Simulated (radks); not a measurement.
Effect of the nuclear size on the cerium ion Ce3+, [Xe] 4f1. Calculated with a radial shooting solver on a logarithmic mesh with Libxc functionals: Dirac Kohn-Sham, LDA (Slater exchange, Perdew-Wang correlation), spin-unpolarised, spherical densities, finite nucleus; open shells fill j = l - 1/2 first; Fermi nuclear charge, rms radius 4.8771 fm. The rms radius is varied about that value; shifts are against it.

| rms radius (fm) | total energy shift (eV) | density at nucleus (e/bohr^3) | 1s1/2 shift (meV) | 2s1/2 shift (meV) | 4p1/2 shift (meV) | 5s1/2 shift (meV) | 5p1/2 shift (meV) | 4f5/2 shift (meV) | 6s1/2 (empty) shift (meV) |
|---|---|---|---|---|---|---|---|---|---|
| 4.087 | -3.12 | 3.956e+05 | -1300 | -158 | 0.425 | -1.28 | 0.107 | 0.259 | -0.280 |
| 4.6625 | -0.890 | 3.849e+05 | -370 | -45.2 | 0.121 | -0.366 | 0.031 | 0.074 | -0.080 |
| 4.8771 | 0 | 3.814e+05 | 0.000 | 0.000 | 0.000 | 0.000 | 0.000 | 0.000 | 0.000 |
| 5.2087 | 1.44 | 3.762e+05 | 597 | 73.0 | -0.196 | 0.592 | -0.049 | -0.119 | 0.129 |
| 5.7501 | 3.94 | 3.686e+05 | 1640 | 200 | -0.537 | 1.62 | -0.136 | -0.328 | 0.354 |

Slopes of the eigenvalues against <r^2> in GHz/fm^2, as finite differences over the two radii next to the reference (eigenvalue slopes, not the field-shift constants of lines): 1s1/2 43400, 2s1/2 5300, 4p1/2 -14.2, 5s1/2 43.0, 5p1/2 -3.59, 4f5/2 -8.67, 6s1/2 (empty) 9.36.
